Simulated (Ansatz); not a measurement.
C12H28O3Sn⁻, that is SnH(OtBu)3 with one electron more. Charge -1, multiplicity 2. Geometry PBE-D4/def2-SVP, that of the neutral singlet; atoms count from 1.

```xyz
44

Sn   -0.9562   -0.7768   -0.2908
H    -2.2751   -1.8321   -0.6693
O    -1.0185   -0.2331    1.6513
C    -1.5381    1.0400    2.0926
C    -2.8950    1.3239    1.4288
C    -1.6988    0.8882    3.6111
C    -0.5338    2.1528    1.7545
H    -3.3462    2.2611    1.8141
H    -2.7726    1.4480    0.3308
H    -3.6049    0.4950    1.6270
H    -2.4048    0.0659    3.8418
H    -2.0819    1.8238    4.0661
H    -0.7225    0.6449    4.0749
H    -0.4126    2.2294    0.6552
H     0.4534    1.9313    2.2075
H    -0.8784    3.1362    2.1353
O    -1.0512    0.8865   -1.4273
C    -0.1733    1.1288   -2.5481
C    -0.1582   -0.0884   -3.4863
C    -0.7764    2.3506   -3.2540
C     1.2454    1.4325   -2.0416
H     0.4498    0.1069   -4.3933
H     0.2890   -0.9678   -2.9743
H    -1.1886   -0.3393   -3.8111
H    -1.8093    2.1290   -3.5881
H    -0.1712    2.6383   -4.1372
H    -0.8161    3.2120   -2.5583
H     1.6547    0.5476   -1.5136
H     1.2300    2.2909   -1.3405
H     1.9277    1.6812   -2.8803
O     0.8074   -1.6934   -0.6325
C     1.6255   -2.2428    0.4237
C     0.7755   -3.1194    1.3570
C     2.6792   -3.0884   -0.3037
C     2.2859   -1.1024    1.2141
H     1.4003   -3.6130    2.1292
H     0.0222   -2.5011    1.8920
H     0.2560   -3.9106    0.7789
H     2.1890   -3.8898   -0.8912
H     3.3814   -3.5546    0.4166
H     3.2604   -2.4546   -1.0023
H     1.5078   -0.4858    1.7077
H     2.8774   -0.4550    0.5359
H     2.9654   -1.4965    1.9975
```

In the def2 sets Sn takes a core potential; there is no spin–orbit coupling. Single mean-field runs in def2-TZVP are fitted with def2-universal-jkfit. The highest occupied level of the charge -1 doublet lies above zero (up to 1.82 eV). By energy differences it is unbound by 0.37 eV (vertical, against the charge 0 singlet, at PBE0-D4/def2-TZVP) and held by the finite basis.

**Question.** Estimate the Mulliken populations of the heavy atoms from the PBE0/def2-TZVP orbitals of Ansatz.

**Answer.** 
```tsv
atom	charge (e)	spin (α − β)
Sn1	0.68	0.51
O3	-0.55	0.03
C4	0.25	0.02
C5	-0.40	0.00
C6	-0.32	-0.02
C7	-0.37	-0.01
O17	-0.55	0.03
C18	0.25	0.02
C19	-0.40	-0.01
C20	-0.32	-0.02
C21	-0.37	-0.01
O31	-0.55	0.03
C32	0.25	0.02
C33	-0.40	0.00
C34	-0.32	-0.02
C35	-0.38	-0.01
```
Mulliken values depend strongly on the basis.

**Question.** Where does the spin sit?

**Answer.** Summed by element: Sn 0.51, H 0.46, O 0.10, C -0.07, of 1 unpaired in all. Largest on single atoms: Sn1 0.51, H2 0.28, O17 0.03.

**Question.** And the Mayer bond orders between heavy atoms (over 0.3)?

**Answer.** Sn1–O3 0.58 (2.02 Å); Sn1–O17 0.57 (2.02 Å); Sn1–O31 0.57 (2.02 Å); O3–C4 1.06 (1.44 Å); C4–C5 0.96 (1.54 Å); C4–C6 0.93 (1.53 Å); C4–C7 0.97 (1.54 Å); O17–C18 1.06 (1.44 Å); C18–C19 0.96 (1.54 Å); C18–C20 0.93 (1.53 Å); C18–C21 0.97 (1.54 Å); O31–C32 1.06 (1.44 Å); C32–C33 0.96 (1.54 Å); C32–C34 0.93 (1.53 Å); C32–C35 0.97 (1.54 Å).
